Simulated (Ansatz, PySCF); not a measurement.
Mg(Et)(SeH) (C2H6MgSe), SMILES C[CH2][Mg][SeH]. Atoms are numbered in the order given.

```xyz
10

Mg    -0.1049    -0.6625    -0.1836
C     -0.7376    -2.4100    -1.1760
C     -1.6147    -2.1929    -2.4211
H     -1.2751    -3.0402    -0.4430
H      0.1638    -2.9906    -1.4481
H     -1.0969    -1.6034    -3.1976
H     -2.5479    -1.6532    -2.1842
H     -1.9150    -3.1444    -2.8979
Se     0.6083     1.3947     0.9422
H      1.3616     0.5809     1.9214
```

Geometry: B3LYP-D3(BJ)/def2-SVP. The structure was generated by enumeration; whether it is a known compound was not checked. The values are those of a single conformer.

Vertical ionisation energy (IE) and electron affinity (EA) in eV. Rows of orbital energies are one-electron estimates. Where ΔSCF, EOM or ADC give a negative EA the extra electron is unbound and the value depends on the basis.

```json
[
 {"level": "−ε(HOMO), −ε(LUMO), M06-2X/def2-TZVP (PySCF)", "IE": "7.71", "EA": "0.71"},
 {"level": "−ε(HOMO), −ε(LUMO), PBE/def2-TZVP (PySCF)", "IE": "5.51", "EA": "1.71"},
 {"level": "ΔSCF, CAM-B3LYP/def2-SVPD (Ansatz), final states of multiplicity 2 and 2", "IE": "8.75", "EA": "-0.21"},
 {"level": "ΔSCF, PBE/def2-SVPD (Ansatz), final states of multiplicity 2 and 2", "IE": "8.17", "EA": "-0.05"}
]
```

Question: What vertical singlet–triplet gap does ΔSCF give with CAM-B3LYP/def2-SVPD (Ansatz, an electronic-structure program) and with PBE/def2-SVPD (Ansatz)? (An estimate is asked for; the answer gives what the named calculation found.)

Answer: 4.24 and 3.64 eV (triplet above singlet where positive).
